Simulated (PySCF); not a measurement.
# Spin-orbit coupling and the third ionisation energy along the 3d series

Two-component X2C-1e calculated with PySCF 2.14: MP2 on generalised Hartree-Fock spinors (GMP2), with spin-orbit coupling off and on (screened by Boettger's factors); no Breit or QED terms. Values in eV; the references (NIST) lie between the lowest levels. Elements whose determinants are no pure J levels are left out.

```
                         element        configurations  spin-free  with spin-orbit   shift        reference
Sc (x2c-TZVPall-2c, [Ne] frozen)       [Ar] 3d1 → [Ar]     23.835           23.852   0.017           24.757
Fe (x2c-TZVPall-2c, [Ne] frozen)   [Ar] 3d6 → [Ar] 3d5     30.079           30.131   0.052   30.651 ± 0.012
Co (x2c-TZVPall-2c, [Ne] frozen)   [Ar] 3d7 → [Ar] 3d6     33.160           33.186   0.026  33.5 ± 0.06 (s)
Ni (x2c-TZVPall-2c, [Ne] frozen)   [Ar] 3d8 → [Ar] 3d7     35.036           35.018  -0.019   35.187 ± 0.019
Cu (x2c-TZVPall-2c, [Ne] frozen)   [Ar] 3d9 → [Ar] 3d8     36.891           36.820  -0.071   36.841 ± 0.012
Zn (x2c-TZVPall-2c, [Ne] frozen)  [Ar] 3d10 → [Ar] 3d9     40.139           39.993  -0.146           39.723
```

The largest shift is at Zn, -0.146 eV, where spin-orbit coupling lowers the species with fewer electrons by more than the one with more (starting occupations closed and 3d3/2^4 3d5/2^5).

What remains against the references is mostly the basis and correlation beyond MP2. References marked (s) are semi-empirical, (t) theoretical.
